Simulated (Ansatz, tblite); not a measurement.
Cost and result up the ladder for NbSCl3 (5 atoms). Total charge 0; singlet. Geometry: PBE-D4/def2-SVP.

```
atom   x (Å)   y (Å)   z (Å)
 Nb1   0.008  -0.002   0.008
  S2  -1.540   0.322  -1.439
 Cl3  -0.888  -1.212   1.726
 Cl4   0.727   2.045   0.727
 Cl5   1.692  -1.153  -1.021
```

Ansatz on 2 threads of Arm Neoverse V2 on a shared host; xTB runs through tblite on one thread. Times are rough, summed over both states, and most runs start from the orbitals of an earlier one. PBE0-D4/def2-TZVP serves as the yardstick here, not as an exact answer. The other state is a doublet.

In the def2 sets Nb takes a core potential; there is no spin–orbit coupling. The xTB rows come from tblite.

Raw xTB energies of ions are shifted by several eV.

| level | functions | wall time | vertical IE (eV) | difference from PBE0-D4/def2-TZVP (eV) |
| --- | --- | --- | --- | --- |
| GFN1-xTB | 45 | 0.012 s | 14.87 | 4.61 |
| GFN2-xTB | 45 | 0.012 s | 14.30 | 4.04 |
| PBE-D4/def2-TZVP (with forces) | 188 | 18 s | 10.01 | -0.25 |
| PBE0-D4/def2-TZVP | 188 | 30 s | 10.26 | 0.00 |
| r2SCAN-D4/def2-TZVP | 188 | 45 s | 10.17 | -0.09 |
